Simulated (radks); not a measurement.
All-electron atom: the manganese ion Mn12+ in [Ne] 3s2 3p1.

Method: scalar-relativistic Kohn-Sham, PBEsol, spin-polarised, spherical densities, finite nucleus; open shells are filled with parallel spins first; Fermi nuclear charge, rms radius 3.7057 fm; computed with a radial shooting solver on a logarithmic mesh with Libxc functionals.

Energy parts (hartree):
total: -1096.34744
kinetic: 1109.39326
electron-nucleus: -2446.12998
Hartree: 281.34998
exchange-correlation: -40.96070

Orbitals (lengths in bohr, moments of r in powers of bohr; r(max) is where P^2 peaks; r(90%) holds 90 % of the orbital's charge):
1s up: occ. 1; eigenvalue (hartree) -248.7791; r(90%) 0.109; <r^2> 0.004992; <r^4> 0.00006407; r(max) 0.03990
1s down: occ. 1; eigenvalue (hartree) -248.7520; r(90%) 0.109; <r^2> 0.004992; <r^4> 0.00006405; r(max) 0.03990
2s up: occ. 1; eigenvalue (hartree) -39.51579; r(90%) 0.429; <r^2> 0.09046; <r^4> 0.01416; r(max) 0.2316
2s down: occ. 1; eigenvalue (hartree) -39.49045; r(90%) 0.428; <r^2> 0.09033; <r^4> 0.01410; r(max) 0.2317
2p up: occ. 3; eigenvalue (hartree) -35.44629; r(90%) 0.399; <r^2> 0.07311; <r^4> 0.01074; r(max) 0.1872
2p down: occ. 3; eigenvalue (hartree) -35.41269; r(90%) 0.399; <r^2> 0.07303; <r^4> 0.01070; r(max) 0.1873
3s up: occ. 1; eigenvalue (hartree) -13.26608; r(90%) 1.06; <r^2> 0.6062; <r^4> 0.5420; r(max) 0.6772
3s down: occ. 1; eigenvalue (hartree) -13.12298; r(90%) 1.07; <r^2> 0.6087; <r^4> 0.5479; r(max) 0.6772
3p up: occ. 1; eigenvalue (hartree) -12.04766; r(90%) 1.08; <r^2> 0.6102; <r^4> 0.5687; r(max) 0.6690
3p down: occ. 0; eigenvalue (hartree) -11.90715; r(90%) 1.08; <r^2> 0.6131; <r^4> 0.5760; r(max) 0.6689
3d up: occ. 0; eigenvalue (hartree) -10.26873; r(90%) 1.05; <r^2> 0.5444; <r^4> 0.4995; r(max) 0.5776
3d down: occ. 0; eigenvalue (hartree) -10.14520; r(90%) 1.05; <r^2> 0.5452; <r^4> 0.5039; r(max) 0.5742
4s up: occ. 0; eigenvalue (hartree) -6.44110; r(90%) 2.02; <r^2> 2.313; <r^4> 7.365; r(max) 1.425
4s down: occ. 0; eigenvalue (hartree) -6.38979; r(90%) 2.03; <r^2> 2.332; <r^4> 7.490; r(max) 1.430

The highest occupied level is 3p up at -327.83 eV. For comparison, the ionisation energy in NIST's Atomic Spectra Database is 344 eV (semi-empirical). In exact Kohn-Sham theory the highest level is minus the ionisation energy, but local and semilocal functionals leave it too shallow, through self-interaction and a potential that decays too fast; potentials with the right tail come closer. Spin moment in Bohr magnetons: 1. Summed over all electrons, <r^2> = 2.454 bohr^2, which gives a Langevin (diamagnetic) susceptibility term of -1.94 x 10^-6 cm^3/mol.
